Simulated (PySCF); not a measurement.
Simulation results for AlFH2NSi

Computed with PySCF 2.14.0. Calculation on a computer-drawn molecule: the log of a Hartree-Fock and frozen-core CCSD(T) single point meant for a local Hartree-Fock minimum, with one planted fault or none, to be diagnosed. Offsets are logged minus clean, where the clean run is the same molecule without the fault. The reference is restricted for singlets and unrestricted otherwise, and also for a bond in bohr or an excited solution. Adding or removing an electron swaps singlet and doublet. The excited solution moves the top pair (singlet) or top alpha electron (doublet) to the lowest empty orbital. Highest occupied and lowest empty are orbital energies over both spins, largest force is the largest gradient component, triples share is (T) over the correlation energy, the T1 limit is 0.02 restricted and 0.045 unrestricted, electrons count all cores, a negative frequency is imaginary (commonest isotopes), and the dipole is about the centre of nuclear charge.

AlFH2NSi

Logged structure:
```xyz
6
AlFH2NSi
F     -1.3945     2.0545     4.1941
Al    -2.5291     2.6002     3.0297
N     -1.6109     2.2833     1.4420
Si    -1.0327     2.1095     0.0078
H     -1.1843     0.9179    -0.8721
H     -0.2431     3.1124    -0.7590
```

```
meant charge                         : -1
meant multiplicity                   : 1
meant basis                          : aug-cc-pV(D+d)Z
logged electrons                     : 46
logged basis functions               : 128
logged SCF converged                 : yes
logged spin squared                  : 2.0207
logged highest occupied              : -0.065722 eV
logged lowest empty                  : 2.892 eV
logged largest force                 : 0.099143 hartree/bohr
logged T1 diagnostic                 : 0.02594
logged D1 diagnostic                 : 0.094456
logged triples share                 : 0.036673
logged CC converged                  : yes
logged dipole magnitude              : 6.27 debye
logged SCF stable within its kind    : yes
logged energy HF                     : -685.95608 hartree
logged energy CCSD(T)                : -686.54214 hartree
possible faults                      : no fault, one electron removed, one electron added, multiplicity raised by two, geometry at a saddle point, SCF held on an excited solution, minimal basis STO-3G, one bond length entered in bohr, all coordinates scaled
planted fault                        : multiplicity raised by two
HF energy offset from clean run      : 24.12 kcal/mol
CCSD(T) energy offset from clean run : 38.24 kcal/mol
```

Drawn bonds:
```csv
atom,other atom,order
1,2,1
2,3,2
3,4,1
4,5,1
4,6,1
```
